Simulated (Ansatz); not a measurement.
# Two structures, one formula

Two relaxed structures of CH2ClZn (charge +1), closed shell (PBE0-D4/def2-TZVP; forces vanish, vibrations not checked).

A:

| atom | x (Å) | y (Å) | z (Å) |
| --- | --- | --- | --- |
| Cl1 | -2.6932 | 1.2704 | -1.2847 |
| C2 | 0.5678 | -0.4250 | 0.3327 |
| Zn3 | -1.0321 | 0.4066 | -0.4608 |
| H4 | 0.5928 | -1.4413 | 0.7400 |
| H5 | 1.5389 | 0.0737 | 0.4195 |

B:

Cl1  (-1.748, 0.745, -0.757)
C2  (-0.760, -0.304, 0.149)
Zn3  (1.259, 0.039, -0.143)
H4  (-0.839, -1.344, -0.162)
H5  (-0.842, -0.149, 1.224)
(Å)

Computed with Ansatz 0.2.0 (basis: def2-TZVPP); correlated methods freeze the cores. The 3s and 3p shells of Cu and Zn are frozen; filled d shells are correlated. B3LYP uses VWN-RPA correlation.

Task: Which structure is lower at CCSD(T), and by how much? (An estimate is asked for; the value comes from the calculation.)

Result: Computed: B, by 18.45 kcal/mol (electronic energy, against the other). By their contacts, A is CH₂ClZn ([CH2][Zn][Cl]), total charge +1 and B is CH₂ClZn ([Cl][CH2][Zn]), total charge +1.

Task: Do the other methods give the same order? (Judge from chemistry; the calculation decides.)

Result: The calculation gives: Not all: HF gives the other order.

```json
{"method": "PBE-D4", "E(B) − E(A) (kcal/mol)": "-25.31"}
{"method": "r2SCAN-D4", "E(B) − E(A) (kcal/mol)": "-18.10"}
{"method": "PBE0-D4", "E(B) − E(A) (kcal/mol)": "-23.49"}
{"method": "B3LYP-D4", "E(B) − E(A) (kcal/mol)": "-21.00"}
{"method": "wB97M-V", "E(B) − E(A) (kcal/mol)": "-16.22"}
{"method": "HF", "E(B) − E(A) (kcal/mol)": "2.56"}
{"method": "MP2", "E(B) − E(A) (kcal/mol)": "-21.14"}
{"method": "CCSD", "E(B) − E(A) (kcal/mol)": "-15.12"}
{"method": "CCSD(T)", "E(B) − E(A) (kcal/mol)": "-18.45"}
```

T1 diagnostic: at most 0.019. The restricted Hartree–Fock reference is unstable towards an unrestricted one at one or more of these structures.

Labels in which every atom is bracketed show which atoms are joined, not bond orders.

For scale, one of the runs: CCSD(T)/def2-TZVPP, 165 basis functions, launched by `ansatz run in.yaml --threads 2 --pin off --events-out ev --progress --plain --max-ram 4352MiB`. The run took 29 s on 2 CPU threads of an Intel Xeon Platinum 8259CL (shared host), with 1.2 GiB of host memory at its peak.
